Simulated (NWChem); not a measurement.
System: C2H3FO2Si; SMILES O=C1C[Si@@H](F)O1

NWChem input:

```
start job
memory heap 200 mb stack 900 mb global 1100 mb
geometry units angstroms noautosym nocenter noautoz
  O      0.239480     2.424158    -0.334531
  C      0.054514     1.277385    -0.095559
  C     -1.235869     0.441228    -0.040830
  Si    -0.058554    -0.924386     0.425353
  F      0.178176    -2.077605    -0.675749
  O      1.037276     0.371129     0.232256
  H     -1.732355     0.376139    -1.020295
  H     -1.953501     0.829552     0.696125
  H     -0.002947    -1.562971     1.753784
end
basis spherical
  * library def2-svp
end
dft
  xc m05-2x
  iterations 150
end
cosmo
  do_cosmo_smd true
  solvent acetntrl
end
task dft energy
```

Structure relaxed at the PBE0/def2-SVP level. Solvent: acetonitrile.

Level: M05-2X/def2-SVP with SMD (1 M gas to 1 M solution), gas-phase geometry. Reactions with the solvent are ignored.

Problem. What results follow from this input? (M05-2X/def2-SVP, SMD on the gas-phase geometry.) Quantities: solvation free energy (kcal/mol); cavity-dispersion-structure term (kcal/mol); dipole in solution (D).

Solution. 
```yaml
solvation free energy (kcal/mol): -7.4
cavity-dispersion-structure term (kcal/mol): -0.2
dipole in solution (D): 4.74
```
